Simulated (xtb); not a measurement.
Harmonic IR lines of one isomer of C2H5N, unscaled. Method: GFN2-xTB run with xtb.

wavenumber (cm⁻¹): 374 (m), 637 (s), 680 (vs), 809 (w), 1000 (w), 1068 (w), 1237 (m), 1409 (w), 1512 (m), 1718 (vs), 3061 (m), 3110 (m), 3158 (m)

**Question.** Name which structure gives these lines.
A) `[H]/N=C/C`
B) `C=NC`
C) `C=CN`

**Answer.** C, `C=CN`
